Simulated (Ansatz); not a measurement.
H2Te3 (Te₃H₂). The state is a triplet with charge 0. Geometry PBE0-D4/def2-SVP, that of the neutral singlet; atoms count from 1.

Cartesian coordinates in Å:
```
Te -1.498 0.076 -1.573
Te -0.851 -0.236 1.052
Te 1.857 0.023 1.136
H -1.345 -1.543 -1.954
H 1.838 1.680 1.339
```

In the def2 sets Te takes a core potential; there is no spin–orbit coupling. At PBE0-D4/def2-TZVP a singlet of charge 0 lies 2.51 eV below the triplet at the same geometry.

Q: Estimate the Mulliken populations from the PBE0/def2-TZVP orbitals of Ansatz.

A: 
```
atom  charge (e)  spin (α − β)
 Te1       -0.06          0.70
 Te2       -0.06          0.65
 Te3       -0.06          0.68
  H4        0.09         -0.02
  H5        0.09         -0.02
```
Mulliken values and Mayer orders depend strongly on the basis.

Q: Where does the spin sit?

A: Summed by element: Te 2.04, H -0.04, of 2 unpaired in all. Largest on single atoms: Te1 0.70, Te3 0.68, Te2 0.65.

Q: And the Mayer bond orders between bonded heavy atoms (over 0.3)?

A: Te1–Te2 1.06 (2.72 Å); Te2–Te3 1.07 (2.72 Å). Values over 0.3 also appear between atoms too far apart for a bond (Te1–Te3 0.33 at 4.31 Å); they arise where an orbital or an unpaired electron spreads over both atoms.
